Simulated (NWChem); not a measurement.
Program: NWChem. System: oxalic acid (C$_{2}$H$_{2}$O$_{4}$), charge 0, spin multiplicity 1, at a geometry optimised with PBE/def2-SVP. Level: MP2/def2-TZVP, 6 core orbitals frozen.

Part of the output:

```
             Northwest Computational Chemistry Package (NWChem) 7.3.0
             --------------------------------------------------------

                                NWChem Input Module
                                -------------------

 Scaling coordinates for geometry "geometry" by  1.889725989
 (inverse scale =  0.529177249)

 Turning off AUTOSYM since
 SYMMETRY directive was detected!

                             Geometry "geometry" -> ""
                             -------------------------

 Output coordinates in angstroms (scale by  1.889725989 to convert to a.u.)

  No.       Tag          Charge          X              Y              Z
 ---- ---------------- ---------- -------------- -------------- --------------
    1 O                    8.0000     1.03192600    -1.43234300    -0.01115400
    2 C                    6.0000     0.76421200    -0.11398100     0.00079700
    3 O                    8.0000     1.59309700     0.76926800     0.01166200
    4 C                    6.0000    -0.76421200     0.11398100     0.00079700
    5 O                    8.0000    -1.03192600     1.43234300    -0.01115400
    6 O                    8.0000    -1.59309700    -0.76926800     0.01166200
    7 H                    1.0000     2.01173200    -1.50382000    -0.00884300
    8 H                    1.0000    -2.01173200     1.50382000    -0.00884300

 Effective nuclear repulsion energy (a.u.)     230.2834593139

            Nuclear Dipole moment (a.u.)
            ----------------------------
        X                 Y               Z
 ---------------- ---------------- ----------------
     0.0000000000     0.0000000000     0.0000113384

      Symmetry information
      --------------------

 Group name             C2
 Group number              4
 Group order               2
 No. of unique centers     4

      Symmetry unique atoms

     1    2    3    7


 Summary of "ao basis" -> "" (spherical)
 ------------------------------------------------------------------------------
       Tag                 Description            Shells   Functions and Types
 ---------------- ------------------------------  ------  ---------------------
 *                         def2-tzvp                  on all atoms

 Summary of "ao basis" -> "ao basis" (spherical)
 ------------------------------------------------------------------------------
       Tag                 Description            Shells   Functions and Types
 ---------------- ------------------------------  ------  ---------------------
[...]
     2   2 0 0    -21.764193      0.000000    259.786502
     2   1 1 0     -8.466763      0.000000    -39.769831
     2   1 0 1      0.000000      0.000000      0.000000
     2   0 2 0    -26.946725      0.000000    167.743335
     2   0 1 1     -0.000000      0.000000     -0.000000
     2   0 0 2    -23.695595      0.000000      0.015465

                   NWChem MP2 Semi-direct Energy/Gradient Module
                   ---------------------------------------------

  Basis functions       =    198
  Molecular orbitals    =    198
  Frozen core           =      6
  Frozen virtuals       =      0
  Active alpha occupied =     17
  Active beta occupied  =     17
  Active alpha virtual  =    175
  Active beta virtual   =    175
  Use MO symmetry       = T
  Use skeleton AO sym   = T

  AO/Fock/Back tols     =   1.0D-09  1.0D-09  1.0D-09

 GA uses MA = F    GA memory limited = T

 Available:
  local mem=  1.26D+08
 global mem=  1.44D+08
 local disk=  0.00D+00
  mp2_memr nvloc                   175
  nvloc new                   175
   1 passes of  17:        6291456                     228666                 186223450.
   1 passes of  17: M    126043137           G      144100792           F     119751681.
  mp2_memr nvloc                   175
  nvloc new                   175
   2 passes of   9:        6291456                     158694                  98620410.
   2 passes of   9: M    126043137           G      144100792           F     119751681.

 Semi-direct pass number   1 of   2  for RHF alpha+beta  at       61.3s
  vrange nnbf                 18404
  mp2_eaftype                   376  avail_ma_in_mb                  1098
 EAF : mp2_eaftype filesize         376   49310205.
  mp2_eaf for mointskh                    376
Node 0 wrote    231.9 Mb in      0.4 s     Agg I/O rate:   569.5 Mb/s
 Done moints_semi at       99.2s
  mp2_eaftype                   376  avail_ma_in_mb                   722
 EAF : mp2_eaftype filesize         376   49310205.
  mp2_eaf for kh                   376
 Done maket at      100.5s
 Semi-direct pass number   2 of   2  for RHF alpha+beta  at      100.5s
  vrange nnbf                 18404
  mp2_eaftype                   376  avail_ma_in_mb                   722
 EAF : mp2_eaftype filesize         376   49310205.
  mp2_eaf for mointskh                    376
Node 0 wrote    206.1 Mb in      0.3 s     Agg I/O rate:   601.1 Mb/s
 Done moints_semi at      137.6s
  mp2_eaftype                   376  avail_ma_in_mb                   722
 EAF : mp2_eaftype filesize         376   49310205.
  mp2_eaf for kh                   376
 Done maket at      138.7s
 Done multipass loop at      138.7s

          -------------------------------------------
          SCF energy                -376.526543794701
          Correlation energy          -1.232940572938
          Singlet pairs               -0.743730723165
          Triplet pairs               -0.489209849773
          Total MP2 energy          -377.759484367639
          -------------------------------------------

          ---------------------------------------------------
                    Spin Component Scaled (SCS) MP2
          Same spin pairs                     -0.326139899848
          Same spin scaling factor             0.333333333333
          Opposite spin pairs                 -0.906800673090
          Opposite spin scaling fact.          1.200000000000
          SCS-MP2 correlation energy          -1.196874107657
          Total SCS-MP2 energy              -377.723417902358
          ---------------------------------------------------

 -----------------------
 Performance information
 -----------------------

 Timer overhead =  1.38D-07 seconds/call

               Nr. of calls         CPU time (s)                 Wall time (s)                GFlops
             ---------------    -------------------     ------------------------------   -------------------
Name         Min   Avg   Max    Min     Avg     Max     Min     Avg     Max   Mx/calls   Min     Max     Sum
mp2: moin     2     2     2    75.     75.     75.      75.     75.     75.     38.      0.0     0.0     0.0
mp2: make     2     2     2    2.4     2.4     2.4      2.4     2.4     2.4     1.2      0.0     0.0     0.0
mp2: tota     1     1     1    78.     78.     78.      78.     78.     78.     78.      0.0     0.0     0.0

 The average no. of pstat calls per process was 5.00D+00
 with a timing overhead of 6.88D-07s

 Task  times  cpu:      138.7s     wall:      138.7s

 Total times  cpu:      138.7s     wall:      138.7s
```

Question: Write an NWChem input that would produce this output.

Answer: One answer among several that fit: 
```
start mol
memory heap 200 mb stack 900 mb global 1100 mb
geometry units angstroms nocenter noautoz
  O      1.031926    -1.432343    -0.011154
  C      0.764212    -0.113981     0.000797
  O      1.593097     0.769268     0.011662
  C     -0.764212     0.113981     0.000797
  O     -1.031926     1.432343    -0.011154
  O     -1.593097    -0.769268     0.011662
  H      2.011732    -1.503820    -0.008843
  H     -2.011732     1.503820    -0.008843
  symmetry group C2
end
basis spherical
  * library def2-tzvp
end
scf
  rhf
  nopen 0
  maxiter 100
  thresh 1e-7
  semidirect memsize 60000000 filesize 0
end
mp2
  freeze core 6
end
task mp2 energy
```
